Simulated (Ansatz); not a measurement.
Mulliken charges of C₃HF₅O (`O=C(C(F)F)C(F)(F)F`) from r2SCAN/def2-TZVPP in Ansatz (PBE0-D4/def2-TZVP geometry).

```tsv
atom	x (Å)	y (Å)	z (Å)	charge (e)
O1	0.370	-1.695	-0.700	-0.201
C2	0.142	-0.613	-0.265	0.136
C3	0.467	0.679	-1.031	0.332
F4	1.305	0.401	-2.033	-0.168
F5	1.057	1.558	-0.191	-0.182
C6	-0.549	-0.429	1.110	0.485
F7	-1.434	0.572	1.041	-0.168
F8	-1.183	-1.530	1.466	-0.142
F9	0.352	-0.132	2.042	-0.149
H10	-0.444	1.138	-1.436	0.057
```

Question: By hand: the dipole of these point charges (1 e Å = 4.8032 D).

Answer: Σ q r = (-0.247, 0.129, -0.092) e Å, of length 0.293 e Å = 1.41 D.

Question: How does the dipole of the full density compare? (An estimate is asked.)

Answer: Ansatz gave: (-0.249, 0.235, -0.090) e Å, 1.70 D; the point charges give 0.83 times that, at 16° from its direction.

Point charges leave out the atoms' own dipoles, such as those of lone pairs, and Mulliken's split depends on the basis, so the two needn't agree.
